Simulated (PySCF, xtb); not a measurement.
BBr2, SMILES Br[B]Br (connectivity only; charge and spin as stated), charge +1, multiplicity 1.

Coordinates come from a B3LYP-D3(BJ)/def2-TZVP optimisation. The multiplicity is an assumed one; other spin states were not compared. The isomer is the one that the SMILES or the coordinates give; other isomers of the formula were not compared.

Level of theory: IEF-PCM-ωB97X/def2-SVP (PySCF).

The values are the electrostatic part of the solvation free energy, E(continuum) − E(gas) at the gas-phase geometry, in a cavity of scaled van der Waals radii (PySCF's table); cavitation and dispersion terms are not included. In vacuum the orbital gap is 11.89 eV.

Computed values in water (ε = 78.36), ethanol (ε = 24.85), diethylether (ε = 4.24):
| solvent | ε | ΔG(elec) (kcal/mol) | gap (eV) |
|---|---|---|---|
| water | 78.36 | -57.2 | 11.93 |
| ethanol | 24.85 | -55.6 | 11.93 |
| diethylether | 4.24 | -44.2 | 11.92 |

For comparison, GFN2-xTB/ALPB(water) (xtb, at the GFN2-xTB geometry, all terms of that model) gives -43.7 kcal/mol.
